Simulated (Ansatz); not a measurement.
Isolated molecules relaxed with PBE0-D4/def2-TZVP in Ansatz; ΔE leaves out vibrations. CCSD(T)/CBS is the MP2 limit (def2-TZVPP, def2-QZVPP) plus CCSD(T) − MP2 in def2-TZVPP, frozen cores. This one scheme is used for every species. Open shells (•) are unrestricted, without spin–orbit coupling. For Br, Ga outer-core shells are correlated without core-valence functions, which leaves a few kJ/mol of doubt a bond. Scalar relativity is left out up to krypton. One conformer a species, not always the lowest.

Consider the hydrogen abstraction from a Ga–H bond: `[OH][GaH][Br]` + `[OH]`• → `[OH][Ga][Br]`• + H₂O.

| species | CCSD/CBS(def2) energy (Eh) |
| --- | --- |
| `[OH][GaH][Br]` | -4573.69209 |
| `[OH]`• | -75.67266 |
| `[OH][Ga][Br]`• | -4573.05495 |
| H₂O | -76.37179 |

Question: Work out ΔE.

Answer: ΔE = (-4573.05495) + (-76.37179) − (-4573.69209) − (-75.67266) = -0.06199 Eh = -162.8 kJ/mol. CCSD(T)/CBS gives -170.1 kJ/mol.

Largest T1 diagnostic among the species: 0.014.

Leaving LDA and LC-ωPBE aside and taking each functional with its dispersion term where it has one, the values, not all of them listed here, spread over 46.2 kJ/mol, from PBE-D4 to BHLYP-D4. LDA lies −31.5 kJ/mol from PBE without D4. From BLYP to BHLYP (50 % exact exchange), in def2-TZVPP and without D4, ΔE moves by +40.9 kJ/mol.
